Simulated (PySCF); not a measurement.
AlI3. Atoms are numbered in the order given.

```xyz
4

Al     0.0000     0.0000     0.0000
I     -2.4527     0.0000     0.0000
I      1.2263     2.1241     0.0000
I      1.2263    -2.1241     0.0000
```

Coordinates come from a PBE0-D3(BJ)/def2-SVP optimisation. The isomer is the one that the SMILES or the coordinates give; other isomers of the formula were not compared. The def2 effective core potentials stand for the cores of I; spin–orbit coupling is left out.

Calculation: IEF-PCM-PBE0/def2-SVP in PySCF.

The values are the electrostatic part of the solvation free energy, E(continuum) − E(gas) at the gas-phase geometry, in a cavity of scaled van der Waals radii (PySCF's table); cavitation and dispersion terms are not included. A continuum can't describe solvent molecules that bind to the metal. In vacuum the orbital gap is 5.78 eV. The dipole moment in vacuum is 0.00 D.

```csv
solvent,ε,ΔG(elec) (kcal/mol),dipole (D),gap (eV)
water,78.36,-4.2,0.00,6.00
chlorobenzene,5.70,-3.1,0.00,5.95
dichloromethane,8.93,[?],[?],[?]
```

### Question
Complete the blanks. (Estimate from the structure and the level; the computed values follow.)

### Answer

- dichloromethane, ΔG(elec) (kcal/mol): -3.5
- dichloromethane, dipole (D): 0.00
- dichloromethane, gap (eV): 5.97
